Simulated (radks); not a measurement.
Ionisation of the silver ion Ag+, [Kr] 4d10, to [Kr] 4d9 as the strength of local exchange is varied. Calculated with a radial shooting solver on a logarithmic mesh with Libxc functionals: scalar-relativistic Kohn-Sham, Slater X-alpha exchange (alpha = 2/3 is LDA exchange), no correlation, spin-unpolarised, spherical densities, finite nucleus; Fermi nuclear charge, rms radius 4.5454 fm.

alpha = 0.565: E(Ag+) (hartree) -5285.04177; exchange (hartree) -117.69677; IE (eV) 19.141; -e of the level emptied (eV) 12.974 (4d); <r> of it (bohr) 1.434
alpha = 0.667: E(Ag+) (hartree) -5306.37615; exchange (hartree) -139.52068; IE (eV) 20.895; -e of the level emptied (eV) 14.507 (4d); <r> of it (bohr) 1.399
alpha = 0.728: E(Ag+) (hartree) -5319.17713; exchange (hartree) -152.65600; IE (eV) 21.990; -e of the level emptied (eV) 15.473 (4d); <r> of it (bohr) 1.380
alpha = 0.903: E(Ag+) (hartree) -5356.07614; exchange (hartree) -190.68615; IE (eV) 25.322; -e of the level emptied (eV) 18.450 (4d); <r> of it (bohr) 1.328
alpha = 1.043: E(Ag+) (hartree) -5385.78174; exchange (hartree) -221.47919; IE (eV) 28.188; -e of the level emptied (eV) 21.047 (4d); <r> of it (bohr) 1.290
alpha = 1.048: E(Ag+) (hartree) -5386.84571; exchange (hartree) -222.58499; IE (eV) 28.293; -e of the level emptied (eV) 21.143 (4d); <r> of it (bohr) 1.289

NIST Atomic Spectra Database: 21.484 eV (measured). The Delta-SCF value meets it near alpha = 0.70. Spin polarisation and multiplet splitting are left out, so open shells lie too high by an amount that depends on their filling.

Beside tabulated values, note that spin-unpolarised runs miss the spin-polarisation part of the exchange energy of open shells.
